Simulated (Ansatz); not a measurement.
Cost and result for the atomization energy of C3H6FIn, SMILES `C=[C](F)[InH][CH3]` (11 atoms, 10 bonds).

```json
{"atom": "C1", "x (Å)": "0.1687", "y (Å)": "1.9580", "z (Å)": "-1.6498"}
{"atom": "C2", "x (Å)": "-0.1837", "y (Å)": "1.2563", "z (Å)": "-0.5801"}
{"atom": "F3", "x (Å)": "-1.0115", "y (Å)": "1.8512", "z (Å)": "0.3194"}
{"atom": "In4", "x (Å)": "0.4422", "y (Å)": "-0.7630", "z (Å)": "-0.1311"}
{"atom": "C5", "x (Å)": "-0.2868", "y (Å)": "-1.7007", "z (Å)": "1.6539"}
{"atom": "H6", "x (Å)": "0.8269", "y (Å)": "1.5135", "z (Å)": "-2.3852"}
{"atom": "H7", "x (Å)": "-0.1830", "y (Å)": "2.9724", "z (Å)": "-1.8162"}
{"atom": "H8", "x (Å)": "1.5006", "y (Å)": "-1.4713", "z (Å)": "-1.2954"}
{"atom": "H9", "x (Å)": "-0.6456", "y (Å)": "-0.9510", "z (Å)": "2.3591"}
{"atom": "H10", "x (Å)": "-1.1184", "y (Å)": "-2.3625", "z (Å)": "1.4003"}
{"atom": "H11", "x (Å)": "0.4907", "y (Å)": "-2.3030", "z (Å)": "2.1251"}
```

Total charge 0; spin multiplicity 1. Correlated methods include outer-core shells of In, which these sets cover unevenly. In: def2 effective core potential. The structure was optimised at the PBE0-D4/def2-TZVP level. It is one conformer, not always the lowest. Program: Ansatz. All runs use 4 threads of an Arm Neoverse V2 on a shared host. Times are those of one run each, without the atoms' runs, and a repeat can differ threefold. Electronic energies, without spin–orbit coupling; frozen cores. CCSD(T)/CBS adds CCSD(T) − MP2 in def2-TZVPP to the MP2 limit, and its time is that of the two runs behind it. T1 = 0.013. With those shells the extrapolation isn't a true limit. B3LYP takes the VWN-RPA correlation (the form of Gaussian; ORCA's B3LYP/G).

CCSD(T)/CBS is a level of theory with its own doubt, some kJ/mol a heavy atom from the limit and from the frozen cores, so smaller differences don't rank the functionals.

| level | functions | wall time |
| --- | --- | --- |
| LDA (SPW92)/def2-TZVPP | 258 | 1.4 s |
| BLYP-D4/def2-TZVPP | 258 | 2.8 s |
| BHLYP-D4/def2-TZVPP | 258 | 3.8 s |
| B3LYP-D4/def2-TZVPP (with forces) | 258 | 5.5 s |
| r2SCAN-D4/def2-TZVPP (with forces) | 258 | 6 s |
| r2SCANh-D4/def2-TZVPP | 258 | 6 s |
| B2PLYP/def2-TZVPP | 258 | 7 s |
| B97M-V/def2-TZVPP | 258 | 11 s |
| CCSD(T)/def2-SVP | 112 | 11 s |
| ωB97M-V/def2-TZVPP (with forces) | 258 | 13 s |
| MP2/def2-QZVPP | 490 | 26 s |
| CCSD(T)/def2-TZVPP | 258 | 5.4 min |
| CCSD(T)/CBS(def2) | – | 5.8 min |

(1) What atomization energy does each give, and how far from CCSD(T)/CBS? (Estimate.)

Answers

(1) Computed: 
| level | atomization (kJ/mol) | difference from CCSD(T)/CBS | per bond |
| --- | --- | --- | --- |
| LDA (SPW92)/def2-TZVPP | 4493.7 | 589.3 | 58.9 |
| BLYP-D4/def2-TZVPP | 3883.3 | -21.1 | -2.1 |
| BHLYP-D4/def2-TZVPP | 3771.1 | -133.3 | -13.3 |
| B3LYP-D4/def2-TZVPP (with forces) | 3886.9 | -17.5 | -1.7 |
| r2SCAN-D4/def2-TZVPP (with forces) | 3912.8 | 8.4 | 0.8 |
| r2SCANh-D4/def2-TZVPP | 3886.2 | -18.2 | -1.8 |
| B2PLYP/def2-TZVPP | 3852.5 | -51.9 | -5.2 |
| B97M-V/def2-TZVPP | 3908.9 | 4.5 | 0.5 |
| CCSD(T)/def2-SVP | 3708.9 | -195.5 | -19.6 |
| ωB97M-V/def2-TZVPP (with forces) | 3914.1 | 9.7 | 1.0 |
| MP2/def2-QZVPP | 3918.0 | 13.6 | 1.4 |
| CCSD(T)/def2-TZVPP | 3815.2 | -89.2 | -8.9 |
| CCSD(T)/CBS(def2) | 3904.4 | 0.0 | 0.0 |

In def2-TZVPP, CCSD(T) changes the Hartree–Fock value by +986.3 kJ/mol (the triples alone add +63.9 kJ/mol) and MP2 by +1036.2 kJ/mol; breaking electron pairs costs correlation energy, which Hartree–Fock lacks. Leaving LDA and LC-ωPBE aside and taking each functional with its dispersion term where it has one, the values, not all of them listed here, spread over 217.4 kJ/mol, from BHLYP-D4 to PBE-D4. LDA lies +524.5 kJ/mol from PBE without D4, its usual overbinding. From r2SCAN to r2SCAN0 (25 % exact exchange), in def2-TZVPP and without D4, the atomization energy moves by −64.9 kJ/mol: exact exchange takes away binding that semilocal exchange gives to molecules.

Spin–orbit coupling would lower the free In atoms strongly, and the atomization energy with them, by more than many differences here.
